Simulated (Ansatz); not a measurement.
A nudged elastic band was laid between two geometries of H6SiSn (8 atoms, charge 0, multiplicity 1).

Level of theory: RKS B3LYP-D4/def2-SVPD (Ansatz 0.2.0).

| Quantity | Value |
| --- | --- |
| movable images | 7 |
| climbing image | yes |
| spring | 5.0 eV/Å² |
| optimiser | quadratic models (default) |
| start path | through a guess of the saddle point |
| force threshold | 0.05 eV/Å |
| iteration limit | 60 |
| end points | relaxed |

Initial state:

```xyz
8
Properties=species:S:1:pos:R:3
Sn -0.804 0.843 0.471
Si 0.851 -0.892 -0.499
H -0.188 2.439 0.298
H -2.317 0.764 -0.341
H -1.079 0.556 2.144
H 0.301 -2.269 -0.341
H 2.157 -0.812 0.216
H 1.079 -0.629 -1.948
```

Final state:

```xyz
8
Properties=species:S:1:pos:R:3
Sn -1.594 1.110 1.214
Si 0.757 -0.847 -0.351
H -0.519 -0.686 0.465
H -2.026 1.344 -0.506
H 0.000 1.882 0.925
H 0.733 -2.274 -0.771
H 1.906 -0.583 0.549
H 0.743 0.055 -1.524
```

(1) What changes between the two ends?

(2) What energy profile does the band end with?

(3) What is the geometry of the highest image?

(4) What are the harmonic wavenumbers there?

Answers

(1) Bonds broken: Sn1–Si2. Bonds formed: Si2–H3. H6SiSn becomes H2Sn + H4Si.

(2) It converged. The highest image is number 3 of 0 to 8, 1.47 eV above the first end and 0.88 eV above the last; the last end lies 0.59 eV above the first. A vibrational analysis at the climbing image gives one clearly imaginary mode, 512i cm⁻¹: a first-order saddle point. The orbitals stay closed-shell, which can raise the energy where a bond breaks towards radicals; this wasn't checked here.

```json
{"image": "0", "path coordinate (Å)": "0.00", "energy (eV)": "0.00", "Sn1–Si2 (Å)": "2.59", "Si2–H3 (Å)": "3.58"}
{"image": "1", "path coordinate (Å)": "0.76", "energy (eV)": "0.14", "Sn1–Si2 (Å)": "2.57", "Si2–H3 (Å)": "3.14"}
{"image": "2", "path coordinate (Å)": "1.51", "energy (eV)": "0.73", "Sn1–Si2 (Å)": "2.55", "Si2–H3 (Å)": "2.53"}
{"image": "3", "path coordinate (Å)": "2.27", "energy (eV)": "1.47", "Sn1–Si2 (Å)": "2.63", "Si2–H3 (Å)": "1.88"}
{"image": "4", "path coordinate (Å)": "3.19", "energy (eV)": "0.74", "Sn1–Si2 (Å)": "3.27", "Si2–H3 (Å)": "1.53"}
{"image": "5", "path coordinate (Å)": "4.11", "energy (eV)": "0.65", "Sn1–Si2 (Å)": "3.49", "Si2–H3 (Å)": "1.51"}
{"image": "6", "path coordinate (Å)": "5.03", "energy (eV)": "0.64", "Sn1–Si2 (Å)": "3.48", "Si2–H3 (Å)": "1.51"}
{"image": "7", "path coordinate (Å)": "5.95", "energy (eV)": "0.61", "Sn1–Si2 (Å)": "3.52", "Si2–H3 (Å)": "1.51"}
{"image": "8", "path coordinate (Å)": "6.87", "energy (eV)": "0.59", "Sn1–Si2 (Å)": "3.44", "Si2–H3 (Å)": "1.52"}
```

(3) 
```xyz
8
Properties=species:S:1:pos:R:3
Sn -1.317 0.275 0.737
Si 0.758 -0.746 -0.524
H 0.286 1.001 -0.004
H -2.207 1.439 -0.184
H -0.902 1.056 2.225
H 0.468 -2.207 -0.682
H 1.972 -0.622 0.324
H 0.941 -0.195 -1.893
```

(4) 512i, 112, 296, 314, 560, 575, 727, 781, 793, 860, 957, 1002, 1427, 1832, 1853, 2158, 2230, 2252 cm⁻¹.

Time of the run: 4 min on 2 threads of Arm Neoverse V2, with other jobs on the host, peak memory 0.24 GiB.
